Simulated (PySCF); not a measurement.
CH4F2OSi, SMILES CO[SiH](F)F. Atoms are numbered in the order given.

```xyz
9

Si     0.5671     0.4105     0.0000
F      1.0185    -0.4606    -1.2807
F      1.0185    -0.4606     1.2807
O     -1.0466     0.6344     0.0000
C     -2.0347    -0.3840     0.0000
H      1.2339     1.7164     0.0000
H     -1.9511    -1.0203    -0.8975
H     -3.0232     0.0966     0.0000
H     -1.9511    -1.0203     0.8975
```

Geometry: r2SCAN-D4/def2-SVP. The values are those of a single conformer.

Level of theory: PBE/def2-TZVP (PySCF).

Symmetry labels are those of the subgroup Cs that the program uses (full group Cs).

Computed valence orbital energies around the gap with their symmetry:
```
orbital  symmetry  energy (eV)
-------  --------  -----------
HOMO−7         A"       -11.27
HOMO−6         A'       -10.88
HOMO−5         A'       -10.57
HOMO−4         A"       -10.11
HOMO−3         A"        -9.83
HOMO−2         A'        -9.20
HOMO−1         A'        -7.98
HOMO           A"        -7.45
LUMO           A'         0.21
LUMO+1         A"         0.30
LUMO+2         A'         0.33
LUMO+3         A'         1.03
```
